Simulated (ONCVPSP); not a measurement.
## Scattering properties, ONCV potential for hafnium (Hf)

```json
{
  "Element": "hafnium",
  "Generator": "ONCVPSP 4.0.1",
  "Type": "optimised norm-conserving Vanderbilt (ONCV)",
  "Functional": "PBE",
  "Relativity": "scalar-relativistic",
  "Frozen core": "[Kr] 4d10 4f14 5s2",
  "Valence charge": "10",
  "Reference configuration": "5p6 5d2 6s2",
  "Partial waves": "6s: rc 2.25 bohr, ncon 3, nbas 7, qcut 3.4 1/bohr, 3 projectors, debl 0.7 Ha; 5p: rc 2.25 bohr, ncon 4, nbas 8, qcut 5.6 1/bohr, 3 projectors, debl 1.7 Ha; 5d: rc 2.25 bohr, ncon 5, nbas 8, qcut 3.7 1/bohr, 3 projectors, debl 3.6 Ha",
  "Local potential": "polynomial inside 1.70 bohr (lpopt 5, dvloc0 4 Ha)",
  "Core correction": "Teter function fitted to the true core (icmod 2), fcfact 0.45"
}
```

The phase is arctan(r·R′/R) of the radial function R(r), unwrapped; energies in Ha, scanned from -3 to 5 Ha. A pole is an energy at which the radial function vanishes at the test radius. The pseudo phase is shifted by a multiple of π to meet the all-electron one at the reference energy, and phase errors are pseudo minus all-electron; the curves can meet again beyond the range given. Levels narrower than the energy grid can be missing from the lists of poles.

| channel | radius (bohr) | reference energy (Ha) | poles, all-electron | poles, pseudo | unbroken range about the reference energy with phases within 0.05 rad | phase error 1 Ha above the reference energy (rad) |
| --- | --- | --- | --- | --- | --- | --- |
| s | 2.29 | -0.19 | -2.40, 2.41 | -2.45, 2.41 | -2.4 to 4.5 | -0.000 |
| p | 2.29 | -1.31 | -1.12, 3.50 | -1.12, 3.50 | the whole range | +0.000 |
| d | 2.29 | -0.10 | 0.62 | 0.62 | the whole range | -0.000 |

Note: ghosts flagged at negative energy: s at -68.5 eV; no localised positive-energy state flagged. A true bound ghost makes a file unfit for plane-wave use.

Phases in the p channel:

```tsv
E (Ha)	all-electron	pseudo
-2.98	1.308	1.308
-2.76	1.287	1.287
-2.54	1.259	1.259
-2.32	1.218	1.218
-2.10	1.154	1.154
-1.88	1.027	1.027
-1.66	0.635	0.635
-1.44	-0.841	-0.841
-1.22	-1.472	-1.472
-1.00	-1.650	-1.650
-0.78	-1.746	-1.746
-0.56	-1.823	-1.823
-0.34	-1.901	-1.901
-0.12	-1.996	-1.996
0.10	-2.130	-2.130
0.32	-2.346	-2.346
0.54	-2.721	-2.721
0.76	-3.289	-3.289
0.98	-3.808	-3.808
1.20	-4.120	-4.120
1.42	-4.299	-4.299
1.64	-4.409	-4.409
1.86	-4.484	-4.484
2.08	-4.538	-4.538
2.30	-4.579	-4.579
2.52	-4.612	-4.612
2.74	-4.639	-4.639
2.96	-4.663	-4.663
3.18	-4.684	-4.684
3.40	-4.704	-4.704
3.62	-4.722	-4.722
3.84	-4.740	-4.740
4.06	-4.758	-4.758
4.28	-4.777	-4.777
4.50	-4.798	-4.798
4.72	-4.821	-4.821
4.94	-4.848	-4.848
```
